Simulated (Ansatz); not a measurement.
Species: Si10H16 nanodot `[SiH2]1[SiH]2[SiH2][SiH]3[SiH2][SiH]1[SiH2][SiH]([SiH2]2)[SiH2]3` (charge 0, multiplicity 1).

Problem. Give a relaxed geometry from PBE-D3(BJ)/def2-SVP in Ansatz (an electronic-structure program).

Solution. the end point of this relaxation (outside a Z-matrix the atoms follow the SMILES, hydrogens last).
Z-matrix (Å, degrees):
```
Si
H 1 1.5124
Si 1 2.3557 2 109.59
H 3 1.5091 1 109.75 2 59.36
H 3 1.5091 4 108.20 1 119.69
Si 1 2.3557 2 109.59 3 120.02
H 6 1.5091 1 109.73 2 -59.35
H 6 1.5091 7 108.20 1 -119.69
Si 6 2.3557 7 109.75 8 -119.69
H 9 1.5124 6 109.59 7 59.36
Si 9 2.3557 10 109.59 6 120.00
H 11 1.5091 9 109.74 10 59.36
H 11 1.5091 12 108.20 9 119.68
Si 11 2.3557 12 109.73 13 119.70
H 14 1.5124 11 109.59 12 -59.35
Si 14 2.3557 15 109.59 3 120.04
H 16 1.5091 14 109.75 15 -59.31
H 16 1.5091 17 108.20 14 -119.68
Si 16 2.3557 17 109.73 18 -119.69
H 19 1.5124 16 109.59 17 59.30
Si 19 2.3557 20 109.59 16 -120.01
H 21 1.5091 19 109.75 20 59.25
H 21 1.5091 22 108.20 19 119.69
Si 1 2.3557 2 109.59 3 -119.94
H 24 1.5091 1 109.75 2 -59.31
H 24 1.5091 25 108.20 19 119.69
```
